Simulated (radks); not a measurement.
Excited configurations of O: one electron is placed in a higher orbital outside [He] 2s2 2p3. The ground configuration is [He] 2s2 2p4. Method: Dirac Kohn-Sham, PBEsol, spin-unpolarised, spherical densities, point nucleus; open shells fill j = l - 1/2 first; computed with a radial shooting solver on a logarithmic mesh with Libxc functionals. Excitation = E - E(ground); binding = E(ion) - E, where the ion is the core of charge +1; n* = 1/sqrt(2 binding) in atomic units, and the quantum defect is n - n*.

| outer orbital | excitation (eV) | binding (eV) | n* | quantum defect | eigenvalue (eV) |
|---|---|---|---|---|---|
| 3d3/2 | 14.792 | 1.548 | 2.965 | 0.035 | -0.707 |
| 4s1/2 | 14.431 | 1.909 | 2.670 | 1.330 | -1.131 |
| 4p1/2 | 14.884 | 1.456 | 3.057 | 0.943 | -0.837 |
| 4f5/2 | 15.443 | 0.897 | 3.896 | 0.104 | -0.431 |
| 5s1/2 | 15.259 | 1.081 | 3.547 | 1.453 | -0.679 |
| 5p1/2 | 15.452 | 0.888 | 3.914 | 1.086 | -0.552 |
| 5f5/2 | 15.726 | 0.614 | 4.707 | 0.293 | -0.359 |
| 6s1/2 | 15.643 | 0.697 | 4.418 | 1.582 | -0.455 |
| 6f5/2 | 15.898 | 0.442 | 5.546 | 0.454 | -0.279 |
| 7p1/2 | 15.911 | 0.429 | 5.629 | 1.371 | -0.289 |
| 7d3/2 | 15.993 | 0.347 | 6.259 | 0.741 | -0.233 |

The Delta-SCF ionisation energy is 16.340 eV (NIST Atomic Spectra Database: 13.618 eV, measured). Self-interaction in the functional shifts the binding energies and quantum defects, so they are the method's values and not measured ones. Spin polarisation and multiplet splitting are left out, so open shells lie too high by an amount that depends on their filling.

Beside tabulated values, note that spin-unpolarised runs miss the spin-polarisation part of the exchange energy of open shells.
